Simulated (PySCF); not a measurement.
**BeH⁻: energy against distance**

Set-up: PySCF, spin-free X2C with a Gaussian nucleus, basis sets Be aug-cc-pVDZ-DK, H aug-cc-pVDZ-DK. Energies in eV from Be + H⁻ in their ground configurations at the same level. State: ¹Σ⁺ (singlet), closed shell.

```csv
R (Å),RHF-CCSD(T),MN15,CAM-B3LYP
1.235,,-1.819,-1.839
1.292,-1.753,-1.943,-1.965
1.350,-1.827,-2.012,-2.036
1.393,-1.854,-2.034,-2.061
1.436,-1.862,-2.037,-2.065
1.479,-1.853,-2.024,-2.054
1.536,-1.822,-1.987,-2.019
1.608,-1.761,-1.917,-1.952
1.694,-1.665,-1.811,-1.849
1.809,,-1.651,-1.693
```

Problem. Put a parabola through the three lowest points of the RHF-CCSD(T) curve and estimate Re, k and ωe (reduced mass 0.9065 u; 1 eV/Å² = 0.16022 mdyn/Å; ωe = 1302.8·√(k/μ) cm⁻¹).

Solution. Through R = 1.393, 1.436, 1.479 Å the second-order coefficient is 4.60 eV/Å², so Re ≈ 1.435 Å, k ≈ 1.47 mdyn/Å and ωe ≈ 1661 cm⁻¹. A polynomial fit of higher order to the unrounded RHF-CCSD(T) energies gives Re = 1.433 Å, k = 1.40 mdyn/Å, ωe = 1617 cm⁻¹; anharmonicity and rounding make the difference.

The higher-order fit for each curve: RHF-CCSD(T): Re = 1.433 Å, ωe = 1617 cm⁻¹, De = 1.86 eV; MN15: Re = 1.421 Å, ωe = 1667 cm⁻¹, De = 2.04 eV; CAM-B3LYP: Re = 1.426 Å, ωe = 1651 cm⁻¹, De = 2.07 eV.

Correlated steps freeze no core orbitals. Correlated levels converge slowly with the basis: in double zeta they bind strong bonds too weakly, by up to about 1 eV, and carry superposition errors of some tenths. For an ion De counts to the pair picked by the measured ionisation energies or electron affinities, which need not be the lowest pair at this level. The highest Kohn–Sham level is positive in this anion. Much of that is self-interaction error, but it also means that the finite basis helps to hold the extra electron.
